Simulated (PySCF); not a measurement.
## I⁺: excitation energy

I⁺ [Kr] 4d10 5s2 5p4 (3P) → I⁺ [Kr] 4d10 5s1 5p5 (3P), as a difference of total energies. Calculation: PySCF 2.14, in x2c-QZVPPall; scalar relativity by spin-free X2C-1e. Correlated levels: valence: [Kr] 4d10 frozen. The calculations carry no spin-orbit coupling.

```tsv
method	excitation energy (cm⁻¹)
UHF	96956
MP2 (valence)	89376
SCS-MP2 (valence)	88375
CCSD (valence)	82611
CCSD(T) (valence)	79244
```

Errors of the correlated levels include the incompleteness of this basis and the frozen core.

The coupled-cluster amplitudes are large for the upper state (T1 above 0.03 or a double amplitude above 0.15), so a single reference is strained.

Which method comes closest to the reference value, and which is furthest?

The reference is 80545 cm⁻¹ (measured; NIST levels, between the centres of gravity of the two terms). Closest: CCSD(T) (valence) (error -1300.6 cm⁻¹); furthest: UHF (error 16412 cm⁻¹).
